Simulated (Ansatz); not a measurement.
BClH$_{4}$O$_{2}$Si (`OB(Cl)O[SiH3]`). Charge 0, multiplicity 1.

Cartesian coordinates in Å:
```
O -0.892 1.408 0.490
B -0.965 0.542 -0.551
Cl -2.208 0.750 -1.800
O -0.102 -0.483 -0.653
Si 1.157 -0.965 0.314
H -1.556 2.101 0.463
H 1.741 -2.161 -0.334
H 0.655 -1.307 1.667
H 2.169 0.115 0.405
```

Problem. Give the diagnostics of a CCSD(T)/def2-TZVPP run (frozen core, Ansatz). (Estimate.)

Solution. The calculation gave: T1 = 0.0118, largest single amplitude 0.023, largest double 0.026, (T) share of the correlation energy 3.6 %, 9 CCSD cycles. The RHF solution is stable towards an unrestricted one. T1 lies under the customary mark of 0.02 for closed shells.
